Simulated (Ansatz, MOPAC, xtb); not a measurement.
Bond stretch in Re(O)3(OH), SMILES [O]=[Re](=[O])(=[O])[OH] (HO₄Re). The Re1–O5 bond (Re1 also carries O, O, O; O5 carries H) is pulled apart rigidly from the PBE0/def2-TZVP, def2 effective core potentials past Kr optimised geometry. Each curve is given relative to its own lowest point near equilibrium.

```csv
R / Å,A,B,C
1.48,110.3,76.0,162.4
1.61,36.9,11.8,52.0
1.71,10.0,0.0,13.9
1.77,2.4,0.6,3.5
1.82,0.0,3.8,0.0
1.88,0.8,9.8,0.4
1.96,7.1,20.2,6.8
2.07,22.5,37.2,22.2
2.22,51.2,62.3,49.4
2.42,94.1,95.8,88.1
2.64,138.6,130.3,127.1
2.97,192.4,167.8,171.4
3.36,232.0,189.1,191.8
3.80,253.4,201.2,201.2
4.42,271.9,—,207.3
5.26,288.1,—,211.2
```

Energies in mEh.

Problem. Which curve belongs to which method? The methods are GFN1-xTB run with xtb 6.7.1; PM6, restricted, heats of formation in MOPAC; Ansatz (a first-principles code) with restricted PBE/def2-TZVP, def2 effective core potentials past Kr.

Solution. A is PM6; B is GFN1-xTB; C is RKS-PBE.

Dashes: no converged value, or the column stops at the first point that the program doubted or that broke a chosen test of continuity, which isn't proof of a fault.

The restricted form behind RKS-PBE, PM6 keeps the bonding electrons paired and can't separate into open-shell fragments.
